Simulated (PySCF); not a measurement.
# ECD: `[SiH3]P[Si@H]1CCO1`, C$_{2}$H$_{9}$OPSi$_{2}$

Geometry:
```csv
atom,x (Å),y (Å),z (Å)
Si1,2.902,0.099,0.658
P2,1.307,-1.376,0.133
Si3,-0.275,0.029,-0.542
C4,-2.104,-0.511,-0.477
C5,-2.200,0.573,0.591
O6,-0.829,0.955,0.713
H7,2.624,0.603,1.999
H8,4.160,-0.652,0.639
H9,2.997,1.210,-0.295
H10,1.758,-1.630,-1.147
H11,0.028,0.868,-1.711
H12,-2.720,-0.329,-1.349
H13,-2.313,-1.504,-0.093
H14,-2.780,1.441,0.275
H15,-2.560,0.231,1.561
```

Level of theory: TDDFT BHandHLYP/def2-SVPD circular dichroism and optical rotation, one conformer, gas phase (PySCF 2.14.0). Geometry: GFN2-xTB.

The molecule is flexible and this is one conformer; a measurement averages over conformers.

**Question.** Assign R or S to each stereocentre.

**Answer.** Si3 S.

**Question.** Which excitations and rotatory strengths does the calculation give?

**Answer.** Rotatory strengths R in 10⁻⁴⁰ esu² cm², velocity form and length form (origin at the centre of mass); f in length form.
```csv
state,E (eV),λ (nm),f,R (velocity),R (length),main
1,5.79,214,0.005,+2.5,+2.6,HOMO→LUMO 0.91
2,6.56,189,0.007,-23.3,-23.9,"HOMO−1→LUMO 0.52, HOMO→LUMO+1 0.35"
3,6.69,185,0.145,+141.4,+137.8,"HOMO→LUMO+1 0.33, HOMO−1→LUMO 0.27"
4,6.84,181,0.047,+98.9,+97.9,"HOMO−2→LUMO 0.55, HOMO→LUMO+3 0.27"
5,6.95,178,0.102,-44.4,-44.5,"HOMO→LUMO+3 0.39, HOMO→LUMO+2 0.23"
6,7.08,175,0.167,-171.6,-168.7,"HOMO→LUMO+2 0.45, HOMO→LUMO+3 0.20"
7,7.40,167,0.029,+22.2,+21.0,"HOMO→LUMO+5 0.40, HOMO→LUMO+4 0.32"
8,7.52,165,0.019,-25.1,-22.8,"HOMO−1→LUMO+1 0.66, HOMO−1→LUMO+3 0.22"
9,7.81,159,0.065,-24.5,-24.2,"HOMO−2→LUMO+1 0.34, HOMO−2→LUMO+3 0.13"
10,7.87,158,0.086,-38.7,-38.8,"HOMO−1→LUMO+3 0.49, HOMO−2→LUMO+1 0.18"
11,7.88,157,0.008,+16.6,+16.4,"HOMO−3→LUMO 0.77, HOMO−1→LUMO+2 0.08"
12,7.92,157,0.011,-12.8,-10.8,"HOMO−1→LUMO+2 0.67, HOMO−3→LUMO 0.09"
```

Among the states computed, the strongest CD band (largest |R|) is state 6. The largest dissymmetry factor in size, g = 4R/(D+G), with D and G the electric and magnetic dipole strengths, is -0.029 for state 2 (velocity form, f = 0.008), among bands with |R| over 0.5. The mirror image has the same energies and oscillator strengths and all R with the opposite sign.
